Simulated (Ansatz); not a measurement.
Frontier orbitals of `[Cl][SnH2][SeH]`.

```xyz
6

Cl   -1.1486   -0.2008   -2.1041
Sn   -0.0519   -0.5956   -0.0819
Se   -0.2631    1.4280    1.3929
H    -0.8720   -1.8797    0.6686
H     1.5677   -0.8932   -0.5029
H     0.7679    2.1413    0.6275
```

Charge 0, multiplicity 1. Correlated methods include outer-core shells of Se, Sn, which these sets cover unevenly. Scalar relativity is left out up to krypton. Sn: def2 effective core potential. The geometry is a stationary point of PBE0-D4/def2-TZVP. It is one conformer, not always the lowest. Basis def2-TZVPP, the Gaussian-basis code of Ansatz.

| functional | HOMO (eV) | LUMO (eV) | gap (eV) |
| --- | --- | --- | --- |
| LDA (SPW92) | -6.39 | -2.45 | 3.94 |
| PBE | -6.26 | -2.21 | 4.05 |
| PBE0 | -7.41 | -1.34 | 6.07 |
| B3LYP | -7.16 | -1.63 | 5.53 |
| r2SCANh | -6.96 | -1.68 | 5.28 |
| HSE06 (plane-wave form) | -7.02 | -1.71 | 5.31 |
| CAM-B3LYP | -8.68 | -0.38 | 8.30 |
| ωB97M-V | -9.56 | 0.51 | 10.07 |
| HF | -9.99 | 1.95 | 11.94 |

A quarter of exact exchange (PBE0) shifts PBE's HOMO by −1.15 eV and its LUMO by +0.87 eV; full exchange at long range (ωB97M-V) shifts them by −3.30 and +2.72 eV. The gap opens from 4.05 to 10.07 eV, since occupied levels lose self-interaction and empty ones feel all the electrons. A positive LUMO is unbound and depends on the basis.

B3LYP here is the variant with VWN-RPA as its local correlation; programs differ in this.
